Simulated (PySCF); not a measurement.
C8H2F4N2O, SMILES Fc1cc(F)c(F)c(-c2nnco2)c1F.

The structure is a stationary point at B3LYP-D3(BJ)/def2-SVP. The structure was generated by enumeration, and PubChem lists no compound with its InChIKey, so it may never have been made. The values are those of a single conformer.

Two levels are set side by side: PBE/def2-SVP (PySCF) and M06-2X/def2-SVP (PySCF). Same geometry, gas phase. Differences are taken from unrounded values.

| quantity | M06-2X |
|---|---|
| orbital gap (eV) | 7.48 |
| highest occupied level (eV) | -8.83 |
| lowest empty level (eV) | -1.34 |
| dipole moment (D) | 3.09 |
| mean polarisability (bohr³) | 94.7 |

Q: What does PBE give, and how far is it from M06-2X? (The exact figures need the calculation; the answer reports its results.)

A: 
```
quantity                       PBE  PBE minus M06-2X
---------------------------  -----  ----------------
orbital gap (eV)              3.54             -3.95
highest occupied level (eV)  -6.29              2.53
lowest empty level (eV)      -2.75             -1.41
dipole moment (D)             3.07             -0.03
mean polarisability (bohr³)  101.4               6.7
```

PBE's occupied levels lie high since its potential decays too fast outside the molecule; exact exchange lowers them and widens the gap. PBE's more diffuse valence density responds more strongly to a field. Differences between two approximate levels are no errors against the true value.

Rough cost on one machine, each run with all the roots and properties that it gave: M06-2X against PBE about 4 times.
